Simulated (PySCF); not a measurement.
Species: C6H10ClPSi2.
SMILES with atom numbers: `[Cl:1][SiH2:2][PH:3][SiH2:4][c:5]1[cH:6][cH:7][cH:8][cH:9][cH:10]1`

Geometry (GFN2-xTB, Å), atoms numbered from 1 in this order:
```
atom  x, y, z in Å
Cl1   -4.5918    0.0294    1.9051
Si2   -2.9608    0.2286    0.7467
P3    -2.0898   -1.8015    0.4184
Si4   -0.7244   -1.3541   -1.3005
C5     0.6636   -0.2989   -0.5869
C6     0.9076    0.9981   -1.0258
C7     1.9226    1.7579   -0.4722
C8     2.7154    1.2286    0.5320
C9     2.4840   -0.0604    0.9832
C10    1.4650   -0.8126    0.4289
H11   -3.3886    0.9256   -0.4684
H12   -1.9659    1.0325    1.4524
H13   -3.1327   -2.2793   -0.3513
H14   -0.2251   -2.6495   -1.7732
H15   -1.3701   -0.6407   -2.4104
H16    0.2944    1.4167   -1.8112
H17    2.0979    2.7639   -0.8253
H18    3.5114    1.8190    0.9618
H19    3.0996   -0.4765    1.7676
H20    1.2824   -1.8161    0.7885
```

Probes without a nucleus sit at each ring's centroid and 1 Å off its mean plane on both sides; NICS is minus the shielding there, NICSzz its component along the normal. Level: GIAO PBE0/pcSseg-1 (PySCF, non-relativistic, gas phase) on the GFN2-xTB geometry, one conformer.

Ring bond lengths (Å), with Mayer bond orders in brackets: C5–C6 1.391 (1.42), C6–C7 1.383 (1.44), C7–C8 1.385 (1.43), C8–C9 1.385 (1.42), C9–C10 1.383 (1.46), C10–C5 1.392 (1.40).

**Question.** Give the NICS values of each ring in ppm.

**Answer.** 
```csv
ring,type,NICS(0),"NICS(1), two faces","NICS(1)zz, two faces",rms pucker (Å),"centre to ring atoms, mean (Å)"
C5–C6–C7–C8–C9–C10,6-membered carbocycle; formal bonds all aromatic,-7.9,-11.3 / -11.4,-29.1 / -28.8,0.00,1.39
```

**Question.** What can be read from them?

**Answer.** 
- C5–C6–C7–C8–C9–C10: mean NICS(1)zz -28.9 ppm, shielded, aromatic by this magnetic criterion (flat ring, no four-coordinate atom).

**Question.** What does the geometric index give? Use HOMA with the parameters of Krygowski (1993).

**Answer.** 
- C5–C6–C7–C8–C9–C10: HOMA 1.00 = 1 − EN − GEO, with mean bond length 1.386 Å, EN = α(Ropt − mean)² = 0.001 and GEO = α × variance = 0.003. The geometric and the magnetic index point the same way.

**Question.** List the ring angles and the Hirshfeld charges of the ring atoms.

**Answer.** 
- C5–C6–C7–C8–C9–C10: C5 118.3° (-0.097 e), C6 121.0° (-0.046 e), C7 120.0° (-0.046 e), C8 119.8° (-0.041 e), C9 119.9° (-0.044 e), C10 121.1° (-0.045 e); sum 720.0° against 720° for a flat convex ring.

**Question.** What are the shieldings of the ring atoms and their hydrogens in the same run (means over atoms taken as equivalent)?

**Answer.** 
```csv
atoms,environment,σ isotropic (ppm),"principal values of the symmetric part, first atom (ppm)"
C5,substituted aromatic carbon,51.5,"-46.2, 10.7, 189.9"
C6 (×2),aromatic CH carbon,46.3,"-69.8, 39.2, 171.3"
C7 (×2),aromatic CH carbon,53.2,"-58.1, 40.0, 178.5"
C8,aromatic CH carbon,50.6,"-61.0, 33.0, 179.7"
H16 (×2),aromatic hydrogen,23.88,"20.3, 22.6, 29.1"
H17 (×2),aromatic hydrogen,24.06,"20.7, 24.5, 27.2"
H18,aromatic hydrogen,24.01,"20.7, 24.7, 26.6"
```
